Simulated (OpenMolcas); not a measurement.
A calculation on Ti I.

```json
{"Program": "OpenMolcas", "Method": "MS-CASPT2, IPEA 0.25 Eh, imaginary shift 0.1 Eh (closed shells correlated: 3s 3p)", "Basis": "ANO-RCC-VQZP [7s6p4d3f2g1h]", "Scalar Hamiltonian": "DKH2, point nucleus", "Active space": "4 electrons in 6 orbitals (3d 4s)", "State averaging": "2S+1 = 3 even, 55 roots; 2S+1 = 5 even, 10 roots kept (CI in the orbitals of an earlier block); 2S+1 = 1 even, 49 roots kept (CI in the orbitals of an earlier block)", "Spin-orbit coupling": "RASSI with atomic mean-field integrals over the reference wave functions, term energies averaged over their components"}
```

Which level of the active space comes out lowest?

3d2 4s2 3F2, with 99 % of that term; it is also the measured ground level.

How high does 3d3 4s 5F4 lie?

5510 cm-1 above the lowest level; measured 6743 cm-1 above the ground level, so the calculation is off by -18 %.

How high does 3d3 4s 5F2 lie?

5350 cm-1 above the lowest level; measured 6599 cm-1 above the ground level, so the calculation is off by -19 %.

How high does 3d2 4s2 3F3 lie?

150 cm-1 above the lowest level; measured 170 cm-1 above the ground level, so the calculation is off by -12 %.

The level at 2740 cm-1 has J = 4. What is it made of, and what is its g factor?

59 % 3d2 4s2 1G4, 41 % 3d3 4s 1G; g = 1.000, against 1.000 from Landé's formula for the pure leading term.

Measured values: NIST Handbook of Basic Atomic Spectroscopic Data.

CASPT2 does not keep the components of a term degenerate, so their means are used; among the terms shown or strongly mixed into the levels shown the widest spread is 2800 cm-1 (3d2 4s2 3F). Over all roots computed the reference weight is 0.81 to 0.92; the roots of lowest weight are the least certain, and an intruder state may touch them. Terms from blocks run as CI alone lack orbitals of their own. Configurations are named by rounded mean occupations; where the s occupation lies near a half they are strongly mixed, a name can repeat and a true partner stay unpaired. A single d shell beside an s shell can misplace configurations of different d count against each other. The CASPT2 spread within a term exceeds the gap to the next term for 3d2 4s2 3F and 3d2 4s2 1G, so the order of their levels is uncertain, and so are names and mixing where such terms share a J. Measured partners are found by configuration, term and J. A level has none where our copy of the source lacks it or the pairing is in doubt (some pairs that miss far off the trend of their configuration count as doubtful), and it then counts in no deviation. Only configurations of the active space appear.
